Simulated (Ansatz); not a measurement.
`BN(C)[SiH2][SiH3]` → `B[N]C`• + `[SiH2][SiH3]`• at 700 K and 1 bar (homolysis of the N–Si bond).

Calculated with Ansatz (gas phase, PBE0-D4/def2-TZVP geometries, no zero-point term in ΔE). CCSD(T)/CBS adds triple-zeta CCSD(T) − MP2 to the extrapolated MP2 energy (def2 sets, frozen cores). No spin–orbit coupling; open shells (•) take unrestricted orbitals. Each species was taken in one conformer, which may not be the lowest.

```json
{"species": "`BN(C)[SiH2][SiH3]`", "CCSD(T)/CBS energy (Eh)": "-701.75815", "H − E (kJ/mol)": "388.8", "S (J/(mol·K))": "536.0"}
{"species": "`B[N]C`•", "CCSD(T)/CBS energy (Eh)": "-120.49823", "H − E (kJ/mol)": "211.4", "S (J/(mol·K))": "364.8"}
{"species": "`[SiH2][SiH3]`•", "CCSD(T)/CBS energy (Eh)": "-581.09367", "H − E (kJ/mol)": "158.1", "S (J/(mol·K))": "373.4"}
```

H − E and S are ideal-gas, rigid-rotor, harmonic terms from PBE0-D4/def2-TZVP, for one conformer and one mirror image of each species, with the whole ground term of open shells counted as degenerate. 1 Eh = 2625.50 kJ/mol, R = 8.31446 J/(mol·K).

Question: By hand: ΔE, ΔH, ΔS and ΔG.

Answer: ΔE = (-120.49823) + (-581.09367) − (-701.75815) = 0.16625 Eh = 436.5 kJ/mol. Δ(H − E) = 211.4 + 158.1 − 388.8 = -19.3, so ΔH = 417.2 kJ/mol. ΔS = 364.8 + 373.4 − 536.0 = 202.2 J/(mol·K). ΔG = 417.2 − 700 × (202.2)/1000 = 275.7 kJ/mol.

Question: By hand: the equilibrium constant, and the temperature at which ΔG would vanish if ΔH and ΔS stayed fixed.

Answer: log₁₀ K = −ΔG/(RT ln 10) = -20.6. ΔG = 0 at ΔH/ΔS = 2063 K.

The number of gas molecules changes by +1, which sets the sign of ΔS. A doubt of 5 kJ/mol in ΔE shifts log₁₀ K by 0.4 here. Other conformers and mirror images would add mixing entropy, several J/(mol·K) or more a flexible species. Modes under 60 cm⁻¹, often nearly free rotors, make the harmonic entropy too high. These are equilibria of isolated gas molecules and say nothing of rates. Largest T1 diagnostic: 0.024 (customary marks: 0.02 for closed shells, 0.045 for open ones).
